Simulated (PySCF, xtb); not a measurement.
C2H, SMILES [C-]#C, charge -1.

GFN2-xTB run with xtb at its own geometry gives an orbital gap of 6.44 eV.

Coordinates come from a PBE-D3(BJ)/def2-TZVPD optimisation.

Problem. What does M06-2X/def2-TZVPD (PySCF) give? (Estimate from the structure and the level; the computed values follow.)

Solution. gap 6.90 eV (levels -2.01 and 4.89 eV).
